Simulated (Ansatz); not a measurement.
Cost and result for the atomization energy of CH6BNSi (10 atoms, 9 bonds).

```xyz
10

B    -0.495   -0.082    0.846
C     0.467    1.067    0.725
N     1.212    1.953    0.625
Si   -0.357   -1.057   -0.928
H    -0.120   -0.813    1.732
H    -1.612    0.356    0.973
H     1.892    2.577    0.249
H     1.019   -1.566   -1.208
H    -0.732   -0.202   -2.093
H    -1.274   -2.231   -0.922
```

Charge 0, multiplicity 1. The bonds changed during the relaxation, so this is another structure than the one it started from. The geometry is a stationary point of PBE0-D4/def2-TZVP. It is one conformer, not always the lowest. Program: Ansatz. All runs use 2 threads of an Arm Neoverse V2 on a shared host. Times are those of one run each, without the atoms' runs, and a repeat can differ threefold. Electronic energies, without spin–orbit coupling; frozen cores. CCSD(T)/CBS adds CCSD(T) − MP2 in def2-TZVPP to the MP2 limit, and its time is that of the two runs behind it. T1 = 0.015. B3LYP takes the VWN-RPA correlation (the form of Gaussian; ORCA's B3LYP/G).

CCSD(T)/CBS is a level of theory with its own doubt, some kJ/mol a heavy atom from the limit and from the frozen cores, so smaller differences don't rank the functionals.

```json
{"level": "revPBE-D4/def2-TZVPP", "functions": "219", "wall time": "2 s"}
{"level": "CCSD(T)/def2-SVP", "functions": "90", "wall time": "2.5 s"}
{"level": "BLYP-D4/def2-TZVPP", "functions": "219", "wall time": "2.6 s"}
{"level": "BHLYP-D4/def2-TZVPP", "functions": "219", "wall time": "2.8 s"}
{"level": "CAM-B3LYP-D4/def2-TZVPP", "functions": "219", "wall time": "3.1 s"}
{"level": "r2SCANh-D4/def2-TZVPP", "functions": "219", "wall time": "4.2 s"}
{"level": "r2SCAN-D4/def2-TZVPP (with forces)", "functions": "219", "wall time": "4.4 s"}
{"level": "B3LYP-D4/def2-TZVPP (with forces)", "functions": "219", "wall time": "4.4 s"}
{"level": "PBE-QIDH/def2-TZVPP", "functions": "219", "wall time": "4.8 s"}
{"level": "B97M-V/def2-TZVPP", "functions": "219", "wall time": "9.5 s"}
{"level": "MP2/def2-QZVPP", "functions": "421", "wall time": "18 s"}
{"level": "CCSD(T)/def2-TZVPP", "functions": "219", "wall time": "62 s"}
{"level": "CCSD(T)/CBS(def2)", "functions": "–", "wall time": "79 s"}
```

What atomization energy does each give, and how far from CCSD(T)/CBS? (Estimate.)

Ansatz gave: 
```csv
level,atomization (kcal/mol),difference from CCSD(T)/CBS,per bond
revPBE-D4/def2-TZVPP,830.4,5.5,0.6
CCSD(T)/def2-SVP,781.7,-43.2,-4.8
BLYP-D4/def2-TZVPP,836.8,11.9,1.3
BHLYP-D4/def2-TZVPP,810.4,-14.5,-1.6
CAM-B3LYP-D4/def2-TZVPP,836.0,11.1,1.2
r2SCANh-D4/def2-TZVPP,828.9,4.0,0.4
r2SCAN-D4/def2-TZVPP (with forces),834.8,9.9,1.1
B3LYP-D4/def2-TZVPP (with forces),836.0,11.1,1.2
PBE-QIDH/def2-TZVPP,821.8,-3.1,-0.3
B97M-V/def2-TZVPP,836.2,11.3,1.3
MP2/def2-QZVPP,825.0,0.1,0.0
CCSD(T)/def2-TZVPP,804.0,-20.9,-2.3
CCSD(T)/CBS(def2),824.9,0.0,0.0
```

From BLYP to BHLYP (50 % exact exchange), in def2-TZVPP and without D4, the atomization energy moves by −22.3 kcal/mol: exact exchange takes away binding that semilocal exchange gives to molecules. At CCSD(T), def2-SVP lies −43.2 kcal/mol from the extrapolated value and def2-TZVPP −20.9 kcal/mol: correlation converges slowly with the basis, and small sets miss more of it in the bonded molecule than in its fragments. The D4 term adds +6.7 kcal/mol with B3LYP and +3.5 kcal/mol with PBE0; it sums over pairs of atoms, weighted by their polarisabilities, and B3LYP, whose exchange is more repulsive, gets the larger term.
